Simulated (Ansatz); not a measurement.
Consider the redistribution: `C[CH2][Sb]([SiH3])[CH](C)C` + `C[N](C)[Ge][F]` → `C[CH2][Sb]([SiH3])[N](C)C` + `C[CH](C)[Ge][F]`.

Program: Ansatz. Geometries: PBE0-D4/def2-TZVP. ΔE: electronic, gas phase. CBS: MP2 limit from def2 TZ/QZ plus the TZ coupled-cluster correction, frozen cores. DFT in def2-TZVPP. HSE06 is defined as in plane-wave codes. def2 core potentials past Kr. For Ge, Sb outer-core shells are correlated without core-valence functions, which leaves a few kJ/mol of doubt a bond. Scalar relativity is left out up to krypton. Each species was taken in one conformer, which may not be the lowest.

`C[CH2][Sb]([SiH3])[CH](C)C`:

Cartesian coordinates in Å:
```
C -2.477 1.475 -1.366
C -1.215 0.630 -1.354
Sb -0.941 -0.474 0.504
Si -0.398 1.646 1.848
C 1.170 -0.943 0.146
C 1.283 -1.937 -0.997
C 1.824 -1.459 1.414
H -3.370 0.868 -1.189
H -2.453 2.249 -0.595
H -2.609 1.977 -2.329
H -1.244 -0.121 -2.147
H -0.323 1.241 -1.510
H -1.613 2.482 2.050
H 0.145 1.300 3.191
H 0.619 2.471 1.133
H 1.632 0.004 -0.148
H 0.780 -2.879 -0.757
H 0.850 -1.554 -1.924
H 2.335 -2.173 -1.199
H 1.786 -0.730 2.227
H 2.879 -1.698 1.235
H 1.341 -2.375 1.768
```

`C[N](C)[Ge][F]`:

```xyz
11

C     0.257    1.040    0.469
N     0.084   -0.335    0.073
C    -0.761   -0.514   -1.082
Ge    0.812   -1.799    0.874
F     1.684   -0.925    2.146
H     0.710    1.627   -0.341
H     0.901    1.098    1.345
H    -0.709    1.502    0.710
H    -0.354    0.004   -1.960
H    -0.851   -1.576   -1.330
H    -1.771   -0.122   -0.904
```

`C[CH2][Sb]([SiH3])[N](C)C`:

Z-matrix (Å, degrees):
```
C
C 1 1.519
H 1 1.094 2 111.1
H 1 1.093 2 111.8 3 119.7
H 1 1.094 2 111.9 3 -119.8
Sb 2 2.172 1 112.8 3 176.7
H 2 1.092 1 112.0 3 -63.9
H 2 1.092 1 110.8 3 56.9
N 6 2.075 2 94.1 1 155.8
Si 6 2.581 2 91.9 1 64.4
C 9 1.447 6 113.0 2 -170.5
C 9 1.446 6 113.0 2 62.8
H 10 1.490 6 110.8 2 -86.8
H 10 1.489 6 109.9 2 33.3
H 10 1.488 6 110.7 2 153.7
H 11 1.097 9 109.4 6 171.0
H 11 1.093 9 110.7 6 52.8
H 11 1.104 9 114.0 6 -69.1
H 12 1.097 9 109.3 6 -172.4
H 12 1.105 9 114.0 6 67.9
H 12 1.092 9 110.8 6 -54.3
```

`C[CH](C)[Ge][F]`:

Z-matrix (Å, degrees):
```
C
C 1 1.525
H 1 1.095 2 112.6
H 1 1.093 2 110.9 3 -120.8
H 1 1.096 2 110.9 3 119.8
C 2 1.525 1 111.9 3 -178.4
Ge 2 2.002 1 109.8 3 59.6
H 2 1.097 1 109.4 3 -57.1
H 6 1.096 2 110.9 1 58.7
H 6 1.093 2 110.9 1 -60.7
H 6 1.095 2 112.6 1 178.5
F 7 1.769 2 95.2 1 61.4
```

```tsv
level	ΔE (kJ/mol)	difference from CCSD(T)/CBS
PBE-D4	119.5	1.6
revPBE-D4	115.3	-2.6
PBE0-D4	119.9	2.0
r2SCANh-D4	123.6	5.7
BHLYP-D4	118.6	0.7
BLYP	119.8	1.9
r2SCANh	123.7	5.8
r2SCAN0	123.3	5.4
HSE06	120.6	2.7
RPA@PBE/def2-TZVPP	116.4	-1.5
MP2/def2-SVP	136.9	19.0
CCSD/def2-SVP	129.0	11.1
CCSD(T)/def2-SVP	131.5	13.6
MP2/def2-TZVPP	126.8	8.9
HF/def2-QZVPP	114.7	-3.2
CCSD/CBS(def2)	116.0	-1.9
CCSD(T)/CBS	117.9	0
```

Largest T1 diagnostic among the species: 0.015.

Leaving LDA and LC-ωPBE aside and taking each functional with its dispersion term where it has one, the values, not all of them listed here, spread over 9.5 kJ/mol, from B97M-V to r2SCAN-D4. LDA lies +7.1 kJ/mol from PBE without D4. At CCSD(T), def2-SVP lies +13.6 kJ/mol from the extrapolated value and def2-TZVPP +2.4 kJ/mol. In def2-TZVPP, CCSD(T) changes the Hartree–Fock value by +4.8 kJ/mol (the triples alone add +1.9 kJ/mol) and MP2 by +11.3 kJ/mol.

CCSD(T)/CBS has its own doubt, a few kJ/mol and more with outer-core shells, so smaller differences from it don't rank the levels.
